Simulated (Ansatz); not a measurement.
The same ligand exchange along the group O, S, Se.

Isolated molecules relaxed with PBE0-D4/def2-TZVP in Ansatz; ΔE leaves out vibrations. CBS: MP2 limit from def2 TZ/QZ plus the TZ coupled-cluster correction, frozen cores. This one scheme is used for every species. Functionals use def2-TZVPP. B3LYP here is the variant with VWN-RPA as its local correlation; programs differ in this. def2 core potentials past Kr. For Se, Sn outer-core shells are correlated without core-valence functions, which leaves a few kJ/mol of doubt a bond. Scalar relativity is left out up to krypton. One conformer a species, not always the lowest.

| reaction | CCSD(T)/CBS(def2) (eV) |
| --- | --- |
| `[OH][SnH2][OH]` + HCl → `[OH][SnH2][Cl]` + H₂O | ? |
| `[SH][SnH2][SH]` + HCl → `[SH][SnH2][Cl]` + H₂S | -0.32 |
| `[SeH][SnH2][SeH]` + HCl → `[Cl][SnH2][SeH]` + H₂Se | -0.11 |

(1) Fill in the missing values. (An estimate is asked.)

Largest T1 diagnostic: 0.014, for `[OH][SnH2][OH]`.

## Answers

(1) Ansatz gave: `[OH][SnH2][OH]` + HCl → `[OH][SnH2][Cl]` + H₂O: -0.73 eV.
